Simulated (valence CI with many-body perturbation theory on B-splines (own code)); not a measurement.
## K¹⁴⁺: calculated level list

Computed by configuration interaction combined with many-body perturbation theory (CI+MBPT): three valence electrons over a frozen Dirac-Fock core [He], a basis of 9 s, 9 p, 8 d, 6 f, 3 g, 1 h functions for each j, with the one-electron correlation potential Σ1, the two-electron term Σ2, the three-electron term Σ3, Breit, model QED; selected CI, second order for the rest, scaled by the run's own slope (own B-spline code, finite nucleus).

No measured levels were compared; by estimate levels of excited configurations hold to 0.05 to 0.15 % of their energy, terms of the ground configuration to about 0.5 %.

Levels 1 to 45 of 54, with energies above the lowest level, 2s²2p ²P°_1/2. "Leading %" is the weight of the configuration and term that name the level; weights of strongly mixed levels are sums over their largest components and can fall short, so below about 35 % the name and the second component can differ from the true leading terms, or belong to a minority configuration. Lifetimes count E1, E2, E3, M1 and M2 decay at the calculated energies, and are blank where another channel may lead or the interval is too uncertain; long ones can be off by a factor of two.

| No. | Configuration | Term | J | E (eV) | Leading % | Lifetime | Second component |
| --- | --- | --- | --- | --- | --- | --- | --- |
| 1 | 2s²2p | ²P° | 1/2 | 0.00 | 97 |  |  |
| 2 | 2s²2p | ²P° | 3/2 | 3.60 | 97 | 4.54 ms |  |
| 3 | 2s2p² | ⁴P | 1/2 | 30.75 | 99 | 141 ns |  |
| 4 | 2s2p² | ⁴P | 3/2 | 32.14 | 100 | 1.08 μs |  |
| 5 | 2s2p² | ⁴P | 5/2 | 33.95 | 99 | 257 ns |  |
| 6 | 2s2p² | ²D | 3/2 | 55.06 | 99 | 241 ps |  |
| 7 | 2s2p² | ²D | 5/2 | 55.26 | 99 | 300 ps |  |
| 8 | 2s2p² | ²S | 1/2 | 68.59 | 73 | 56.8 ps | 27 % 2s2p² ²P |
| 9 | 2s2p² | ²P | 1/2 | 72.98 | 73 | 41.9 ps | 27 % 2s2p² ²S |
| 10 | 2s2p² | ²P | 3/2 | 74.32 | 99 | 36.2 ps |  |
| 11 | 2p³ | ⁴S° | 3/2 | 96.09 | 99 | 39.8 ps |  |
| 12 | 2p³ | ²D° | 3/2 | 108.42 | 96 | 103 ps |  |
| 13 | 2p³ | ²D° | 5/2 | 108.81 | 100 | 102 ps |  |
| 14 | 2p³ | ²P° | 1/2 | 121.46 | 97 | 44.9 ps |  |
| 15 | 2p³ | ²P° | 3/2 | 122.26 | 93 | 45.9 ps |  |
| 16 | 2s²3s | ²S | 1/2 | 482.73 | 94 | 1.48 ps | 4 % 2p²3s ²S |
| 17 | 2s²3p | ²P° | 1/2 | 497.73 | 91 | 16.7 ps | 4 % 2p²3p ²P° |
| 18 | 2s²3p | ²P° | 3/2 | 498.72 | 91 | 16.5 ps | 4 % 2p²3p ²P° |
| 19 | 2s²3d | ²D | 3/2 | 512.66 | 94 | 225 fs | 5 % 2p²3d ²D |
| 20 | 2s²3d | ²D | 5/2 | 512.94 | 94 | 228 fs | 5 % 2p²3d ²D |
| 21 | 2s2p3s | ⁴P° | 1/2 | 513.40 | 98 | 1.28 ps |  |
| 22 | 2s2p3s | ⁴P° | 3/2 | 514.50 | 97 | 1.26 ps |  |
| 23 | 2s2p3s | ⁴P° | 5/2 | 516.79 | 98 | 1.22 ps |  |
| 24 | 2s2p3s | ²P° | 1/2 | 520.96 | 95 | 1.70 ps |  |
| 25 | 2s2p3s | ²P° | 3/2 | 523.43 | 94 | 1.51 ps |  |
| 26 | 2s2p3p | ⁴D | 1/2 | 526.75 | 70 | 1.96 ps | 27 % 2s2p3p ²P |
| 27 | 2s2p3p | ⁴D | 3/2 | 527.72 | 75 | 2.54 ps | 22 % 2s2p3p ²P |
| 28 | 2s2p3p | ²P | 1/2 | 529.02 | 66 | 748 fs | 29 % 2s2p3p ⁴D |
| 29 | 2s2p3p | ²P | 3/2 | 529.32 | 61 | 868 fs | 22 % 2s2p3p ⁴D |
| 30 | 2s2p3p | ⁴D | 5/2 | 529.40 | 97 | 428 ps |  |
| 31 | 2s2p3p | ⁴D | 7/2 | 531.44 | 99 | 916 ps |  |
| 32 | 2s2p3p | ⁴S | 3/2 | 532.35 | 74 | 4.07 ps | 12 % 2s2p3p ⁴P |
| 33 | 2s2p3p | ⁴P | 1/2 | 533.31 | 97 | 29.3 ps |  |
| 34 | 2s2p3p | ⁴P | 3/2 | 534.72 | 79 | 8.39 ps | 14 % 2s2p3p ⁴S |
| 35 | 2s2p3p | ⁴P | 5/2 | 535.46 | 90 | 6.21 ps | 8 % 2s2p3p ²D |
| 36 | 2s2p3p | ²D | 3/2 | 535.59 | 89 | 509 fs |  |
| 37 | 2s2p3p | ²D | 5/2 | 537.85 | 90 | 516 fs | 8 % 2s2p3p ⁴P |
| 38 | 2s2p3d | ⁴F° | 3/2 | 539.80 | 96 | 5.99 ps |  |
| 39 | 2s2p3d | ⁴F° | 5/2 | 540.46 | 94 | 3.25 ps |  |
| 40 | 2s2p3p | ²S | 1/2 | 541.50 | 96 | 451 fs |  |
| 41 | 2s2p3d | ⁴F° | 7/2 | 541.50 | 94 | 2.39 ps | 6 % 2s2p3d ⁴D° |
| 42 | 2s2p3d | ⁴F° | 9/2 | 543.19 | 100 | 3.63 ns |  |
| 43 | 2s2p3d | ⁴D° | 5/2 | 544.07 | 39 | 220 fs | 35 % 2s2p3d ⁴P° |
| 44 | 2s2p3s | ²P° | 1/2 | 544.19 | 66 | 346 fs | 28 % 2s2p3d ⁴D° |
| 45 | 2s2p3d | ⁴D° | 3/2 | 544.23 | 60 | 196 fs | 14 % 2s2p3d ⁴P° |

Names give the largest LS component (configuration and term), which can be under half, so a name can repeat, a term be missing and a line seem to break the LS rules; names also repeat where a configuration has a term twice.

The ionisation energy to 2s² ¹S0 of the next ion comes out as 860.93 eV (NIST: 860.92 ± 0.25 eV (semi-empirical)). All 54 levels together are meant to be complete up to 552.71 eV.
